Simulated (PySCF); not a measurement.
Bromine: a sound run and one with changed settings

Sound run: Br+ [Ar] 3d10 4s2 4p4, Br(2+) [Ar] 3d10 4s2 4p3. All numbers are calculated (PySCF 2.14, the non-relativistic Hamiltonian (point nucleus), in def2-TZVP). The sound run starts from symmetry-adapted Hartree-Fock orbitals and uses a fine grid where one is needed.

Changed run: 6 angular points. This setting is unsound on purpose.

| species | method | sound run (hartree) | changed run (hartree) | converged |
| --- | --- | --- | --- | --- |
| Br+ | UHF | -2572.00262 | -2572.00262 | yes |
| Br+ | B3LYP | -2573.70188 | -2575.95017 | yes |
| Br+ | MN15 | -2574.01233 | -2574.38962 | yes |
| Br(2+) | UHF | -2571.25806 | -2571.25806 | yes |
| Br(2+) | B3LYP | -2572.90895 | -2574.81865 | yes |
| Br(2+) | MN15 | -2573.22924 | -2573.48659 | yes |

Ionisation energy of Br+:

| method | sound run (eV) | changed run (eV) |
| --- | --- | --- |
| UHF | 20.261 | 20.261 |
| MN15 | 21.309 | 24.573 |

A coarse angular grid integrates products of high-l functions wrongly, so density functionals can shift, and the SCF can exploit the error; Hartree-Fock and MP2 need no grid.

For comparison, NIST gives 21.591 eV between the lowest levels.
